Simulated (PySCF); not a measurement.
C₆H₇F₃.
Cartesian coordinates in Å at the PBE0-D3(BJ)/def2-SVP level; atoms count from 1:
```xyz
16
C6H7F3 angstrom
C     -1.178    1.640   -0.465
C     -0.835    0.504    0.149
C     -1.756   -0.672    0.263
C      0.536    0.348    0.772
C      1.329   -0.768    0.188
F      0.995   -2.006    0.577
C      2.305   -0.638   -0.709
F      2.976   -1.631   -1.233
F      2.711    0.527   -1.160
H     -2.167    1.764   -0.916
H     -0.486    2.483   -0.539
H     -2.732   -0.465   -0.196
H     -1.325   -1.563   -0.220
H     -1.917   -0.943    1.320
H      0.433    0.144    1.854
H      1.104    1.282    0.668
```

Linear response at B3LYP/def2-SVPD (PySCF, frozen core in the response, non-relativistic). Geometry: PBE0-D3(BJ)/def2-SVP, one conformer, isolated molecule.

Static isotropic polarisability: 76.78 au (11.38 Å³), principal values 60.8, 81.2, 88.3 au.

(1) What is the polarisability at 1064 nm and at the sodium D line?

(2) What is the isotropic C6 coefficient between two such molecules, C6 = (3/π)∫α(iω)² dω?

(3) Which effective excitation energy ω̄ makes London's formula C6 = (3/4)α²ω̄ exact here?

(4) What n − 1 at the D line would an ideal gas of it have at 273.15 K and 1 atm (2.6868 × 10¹⁹ cm⁻³), by n − 1 = 2π·N·α′?

(5) How anisotropic is the static polarisability, by Δα² = ½[(α1 − α2)² + (α2 − α3)² + (α3 − α1)²]?

(6) How many electrons N does the Slater–Kirkwood formula C6 = (3/4)·√N·α^(3/2) need to give this C6?

Answers

(1) 77.48 au at 1064 nm (+0.9 %), 79.18 au at 589.3 nm (+3.1 %). The rise at 589.3 nm is 3.40 times that at 1064 nm; a pure ω² law gives 3.26. The lowest singlet lies at 210 nm, shorter than both wavelengths.

(2) 2538 au (Eh·bohr⁶) by a ten-point quadrature over imaginary frequencies, which is 1520 eV·Å⁶ or 146 J·nm⁶/mol.

(3) ω̄ = 4·C6/(3α²) = 0.574 Eh = 15.6 eV. A one-pole form α(ω) = α/(1 − ω²/ω̄²) fitted to the 1064 nm value gives 12.2 eV.

(4) 19.81 × 10⁻⁴, a formal value whether or not that pressure can be reached.

(5) Δα = 24.7 au, or 0.32 of the isotropic value.

(6) N = (4·C6/3)²/α³ = 25.3; the species has 70 electrons in all.
